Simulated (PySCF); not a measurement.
**First hyperpolarisability: 4-vinylpyridine (SMILES C=Cc1ccncc1)**

Geometry (Å), atoms numbered from 1 in this order:
```xyz
15

C    -2.415    1.006    0.058
C    -1.658   -0.069   -0.188
C    -0.198   -0.156   -0.069
C     0.615    0.916    0.328
C     1.991    0.732    0.410
N     2.606   -0.418    0.130
C     1.841   -1.437   -0.247
C     0.454   -1.361   -0.362
H    -3.500    0.964   -0.062
H    -1.993    1.960    0.384
H    -2.150   -0.993   -0.512
H     0.186    1.889    0.574
H     2.634    1.564    0.720
H     2.356   -2.378   -0.474
H    -0.119   -2.236   -0.677
```

The calculation used PySCF, quadratic response CAM-B3LYP/aug-cc-pVDZ first hyperpolarisability, Taylor convention, gas phase. Geometry: PBE0-D3(BJ)/def2-SVP.

Question: What is the first hyperpolarisability, and how does it disperse?

Answer: In 10⁻³⁰ esu, Taylor convention; the vector part is βᵢ = ⅓ Σⱼ (βᵢⱼⱼ + βⱼᵢⱼ + βⱼⱼᵢ); β∥ is 3/5 of the vector part along the dipole, the dipole points from − to +:
```tsv
process	λ (nm)	β vector norm	β∥	β HRS	depolarisation ratio
static β(0;0,0)	∞	0.18	-0.02	0.35	1.56
second harmonic β(−2ω;ω,ω)	1907	0.21	-0.02	0.39	1.58
Pockels β(−ω;ω,0)	1907	0.19	-0.02	–	–
second harmonic β(−2ω;ω,ω)	1064	0.30	-0.02	0.47	1.61
Pockels β(−ω;ω,0)	1064	0.21	-0.02	–	–
```

Question: Which lowest excitations, dipole and polarisabilities go with it?

Answer: S1 4.78 eV (f = 0.003); S2 5.11 eV (f = 0.053); S3 5.20 eV (f = 0.326); dipole 2.54 D; isotropic α 93.0 au static, 93.4 au at 1907 nm, 94.4 au at 1064 nm, 94.8 au at 953.5 nm, 99.5 au at 532 nm.
